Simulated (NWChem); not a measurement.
# SiH3OF; SMILES O[SiH2]F

```xyz
6

Si    -0.4548     0.0188     0.0010
O      0.4607    -1.3526    -0.0714
F      0.4705     1.3390    -0.0219
H     -1.2987     0.0012    -1.2099
H     -1.2440     0.0821     1.2577
H      0.9899    -1.5765     0.7066
```
Atoms are numbered in this order, from 1.

Results from NWChem. Coordinates come from a B3LYP/6-31G* (spherical d) optimisation. Ions are spin-unrestricted doublets at the neutral geometry; other ion states weren't tried. Functional: LC-ωPBE (HJS hole) with def2-SVP; rows give the range parameter ω in 1/bohr.

```tsv
range parameter (1/bohr)	vertical ionisation energy, ΔSCF (eV)	−ε(HOMO) (eV)	ΔSCF minus −ε(HOMO) (eV)
0.05	11.26	8.32	2.94
0.10	11.31	9.05	2.26
0.30	___	___	___
0.40	12.21	12.01	0.20
0.50	12.49	12.55	-0.06
```

### Question
What belongs in the gaps?

### Answer

- 0.30, vertical ionisation energy, ΔSCF (eV): 11.88
- 0.30, −ε(HOMO) (eV): 11.28
- 0.30, ΔSCF minus −ε(HOMO) (eV): 0.60
